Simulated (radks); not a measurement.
Problem. Species: Os XXVI. Configuration: [Kr] 4d10 4f5 (the NIST ground configuration). Method: scalar-relativistic Kohn-Sham, r2SCAN, spin-polarised, spherical densities, finite nucleus; open shells are filled with parallel spins first (spin-orbit coupling, left out, can overturn this in heavy ions); meta-GGA in the generalised Kohn-Sham scheme; Fermi nuclear charge, rms radius 5.4126 fm; computed with a radial shooting solver on a logarithmic mesh with Libxc functionals. Some entries of the table are withheld. Estimate them.

| orbital | occ. | eigenvalue (hartree) | <r^2> (bohr^2) |
|---|---|---|---|
| 1s down | 1 | -2746.076 | 0.0004336 |
| 1s up | 1 | -2746.075 | 0.0004336 |
| 2s up | 1 | -503.0578 | 0.006644 |
| 2s down | 1 | -503.0550 | 0.006643 |
| 2p up | 3 | -441.6901 | 0.005536 |
| 2p down | 3 | -441.6870 | 0.005536 |
| 3s up | 1 | -139.6843 | 0.04278 |
| 3s down | 1 | -139.4313 | 0.04268 |
| 3p up | 3 | -121.5726 | 0.04365 |
| 3p down | 3 | -121.3172 | 0.04352 |
| 3d up | 5 | -101.3190 | 0.03621 |
| 3d down | 5 | -101.1241 | 0.03606 |
| 4s up | 1 | (1) | 0.1949 |
| 4s down | 1 | (2) | 0.1957 |
| 4p up | 3 | -44.43025 | 0.2151 |
| 4p down | 3 | -44.05859 | 0.2161 |
| 4d up | 5 | -36.72383 | (3) |
| 4d down | 5 | -36.34793 | (4) |
| 4f up | 5 | -28.35056 | 0.2226 |
| 4f down | 0 | -27.92536 | 0.2251 |

Solution. 
(1) 4s up eigenvalue (hartree): -50.68890
(2) 4s down eigenvalue (hartree): -50.30092
(3) 4d up <r^2> (bohr^2): 0.2297
(4) 4d down <r^2> (bohr^2): 0.2311
